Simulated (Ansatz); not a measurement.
Correlation energies of H5OSbSi, SMILES `[SiH3][O][SbH2]` by basis set

Z-matrix (Å, degrees):
```
Si
O 1 1.633
H 1 1.493 2 110.9
H 1 1.488 2 110.7 3 120.0
H 1 1.486 2 109.1 3 -120.1
Sb 2 1.964 1 132.6 3 -18.8
H 6 1.714 2 93.4 1 150.3
H 6 1.716 2 94.6 1 -119.0
```

Total charge 0; spin multiplicity 1. Correlated methods include outer-core shells of Sb, which these sets cover unevenly. Sb takes the def2 core potential. All single points use the PBE0-D4/def2-TZVP geometry. Frozen core, restricted reference, Ansatz 0.2.0.

```tsv
basis	HF (Eh)	MP2 corr.
def2-SVP	-605.82568	-0.40911
def2-TZVPP	-606.04711	-0.71890
def2-QZVPP	-606.06370	-0.98684
```

Task: Estimate the CCSD correlation energy and the (T) correction in each basis where they were run (hartree).

Result: 
```csv
basis,CCSD corr.,(T)
def2-SVP,-0.45174,-0.01101
def2-TZVPP,-0.74214,-0.02336
```
